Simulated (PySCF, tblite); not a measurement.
A set of runs on `C=[CH][GeH2][Si@H](C)Br`; the geometry of each is named by its level. Settings lines and outputs come from a driver script.

Species: C3H9BrGeSi.
Atom-mapped SMILES: `[CH2:1]=[CH:2][GeH2:3][Si@H:4]([CH3:5])[Br:6]` (hydrogens: H7, H8 on C1; H9 on C2; H10, H11 on Ge3; H12 on Si4; H13, H14, H15 on C5)

Step 1: GFN2-xTB geometry optimisation, gas phase (tblite 0.8.0) (from a force-field or distance-geometry start)
```json
{"job": {"kind": "relax", "xc": "GFN2-xTB", "basis": "xTB"}, "charge": 0, "multiplicity": 1}
```
```
step      E/eV     max force
  0    -509.88214    1.429
  1    -509.95583    0.768
  2    -510.01191    0.640
...
149    -510.18463    0.027
150    -510.18472    0.023
151    -510.18478    0.020
152    -510.18481    0.013
153    -510.18483    0.009
```

Energy lowered by 7.0 kcal/mol over 153 steps; largest atomic force 0.009 eV/Å at the end. «max force» is the largest atomic force in eV/Å.

Time: 3.4 s of wall time. Hardware: Intel Xeon at 2.50 GHz, one thread, shared host with 64 logical CPUs at a one-minute load of 62.

Step 2: GFN2-xTB harmonic vibrations, gas phase (tblite 0.8.0) (on the GFN2-xTB geometry)
```json
{"job": {"kind": "ir", "xc": "GFN2-xTB", "basis": "xTB"}, "charge": 0, "multiplicity": 1}
```
```
(table of modes left out)
```

39 modes from 12 to 3088 cm⁻¹ (unscaled, harmonic); zero-point energy 63.9 kcal/mol; all wavenumbers are real at this level.

Hardware: an Intel Xeon at 2.50 GHz with one thread, shared host with 64 logical CPUs at a one-minute load of 62. Cost: 2.0 s.

Step 3: TDDFT B3LYP/def2-SVPD, vertical, gas phase, core orbitals frozen in the response (PySCF 2.14.0, density-fitted response routines) (on the GFN2-xTB geometry)
```json
{"job": {"kind": "uv", "xc": "B3LYP", "basis": "def2-SVPD", "nstates": 8, "ntriplets": 3}, "charge": 0, "multiplicity": 1}
```
```
...
Static polarisability (au): isotropic 119.702, principal 95.533 119.500 144.074
Singlet excitations
state   eV       nm        f      main configurations
  1   5.6912    217.9   0.01855   H->L 0.91
  2   6.1038    203.1   0.00444   H-1->L 0.61, H-2->L 0.24
  3   6.1780    200.7   0.07834   H->L+1 0.70, H-2->L 0.13, H-1->L+1 0.10
  4   6.2717    197.7   0.03320   H-2->L 0.45, H-1->L 0.26
  5   6.4361    192.6   0.01259   H->L+2 0.87
  6   6.6290    187.0   0.00341   H-2->L+1 0.46, H-1->L+1 0.43
  7   6.6820    185.5   0.00302   H-3->L 0.45, H-3->L+1 0.42
  8   6.8532    180.9   0.03837   H->L+3 0.52, H-1->L+2 0.41
Triplet excitations (Tamm-Dancoff, eV): 4.3993 5.2790 5.8392
```

HOMO -7.39 eV, LUMO -0.81 eV; lowest singlet 5.69 eV; lowest triplet 4.40 eV (Tamm–Dancoff); mean polarisability 119.7 au.

Hardware: one thread, Intel Xeon at 2.50 GHz (x86_64) (shared host). Cost: 2.1 min wall, 0.96 GiB resident at most.

Geometry of the electronic-property runs (GFN2-xTB):
```
atom  x, y, z in Å
C1    -3.2552   -0.0522   -0.1673
C2    -2.1049    0.5948   -0.0722
Ge3   -0.5559   -0.0682    0.9072
Si4    1.3185   -0.4805   -0.4432
C5     2.9496    0.0697    0.3483
Br6    1.0725    0.7356   -2.3073
H7    -4.0913    0.3281   -0.7348
H8    -3.4097   -0.9990    0.3276
H9    -1.9869    1.5385   -0.5916
H10   -0.2206    0.9320    1.9885
H11   -0.9795   -1.2969    1.6718
H12    1.4060   -1.8462   -0.9596
H13    3.1550   -0.5109    1.2435
H14    2.9109    1.1184    0.6358
H15    3.7872   -0.0552   -0.3327
```

 (This holds for the electronic-property runs.)

One conformer stands for the species.
